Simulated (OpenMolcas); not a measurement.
W4+ among 8 point charges of -1.2 e arranged as a cube (Oh).

- Program: OpenMolcas 26.06
- Method: CASSCF
- Basis: ANO-RCC-VTZP [8s7p5d3f2g1h]
- Scalar Hamiltonian: DKH2, point nucleus
- Active space: 2 electrons in 5 orbitals (5d)
- State averaging: 2S+1 = 3 even, 10 roots; 2S+1 = 1 even, 15 roots
- Spin-orbit coupling: RASSI with atomic mean-field integrals over the reference wave functions

All point charges move together. At R = 2.05 Å |10Dq| is 7663 cm-1, and at R = 2.31 Å it is 4204 cm-1.

Question: A third run gives 5374 cm-1. What distance was it run at?

Answer: With a power law R^-n the two known points give n = -ln(4204 / 7663) / ln(2.31 / 2.05) = 5.03. Then R = 2.05 × (7663 / 5374)^(1/5.03) = 2.200 Å. The run was at 2.2 Å, so the estimate is off by 0 Å.

Without dynamic correlation the repulsion within the d shell is too large (B by tens of per cent), so at a given field states of lower spin stand too high. Spin-orbit coupling mixes the spin-free states strongly: the lowest level takes only 60 % from its leading state, 3A2 (figures for R = 2.2; the like holds for R = 2.31). This is an electrostatic model: the charges have no orbitals. No measured value stands beside these numbers.
